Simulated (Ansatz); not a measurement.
Reaction (redistribution): `[OH][SnH]([F])[F]` + `BBN` → `[BH2][SnH]([OH])[F]` + `NBF`

Gas-phase electronic energies from Ansatz, PBE0-D4/def2-TZVP geometries. CCSD(T)/CBS adds triple-zeta CCSD(T) − MP2 to the extrapolated MP2 energy (def2 sets, frozen cores). This one scheme is used for every species. Elements past krypton have def2 core potentials. For Sn outer-core shells are correlated without core-valence functions, which leaves a few kJ/mol of doubt a bond. One conformer a species, not always the lowest.

| species | CCSD(T)/CBS(def2) energy (Eh) |
| --- | --- |
| `[OH][SnH]([F])[F]` | -490.06891 |
| `BBN` | -107.29684 |
| `[BH2][SnH]([OH])[F]` | -416.20311 |
| `NBF` | -181.19761 |

Task: Work out ΔE.

Result: ΔE = (-416.20311) + (-181.19761) − (-490.06891) − (-107.29684) = -0.03497 Eh = -0.95 eV.

Largest T1 diagnostic among the species: 0.015.

From BLYP to BHLYP (50 % exact exchange), in def2-TZVPP and without D4, ΔE moves by −0.14 eV. At CCSD(T), def2-SVP lies −0.16 eV from the extrapolated value and def2-TZVPP −0.07 eV. Leaving LDA and LC-ωPBE aside and taking each functional with its dispersion term where it has one, the values, not all of them listed here, spread over 0.21 eV, from BHLYP-D4 to B97M-V. LDA lies −0.10 eV from PBE without D4.
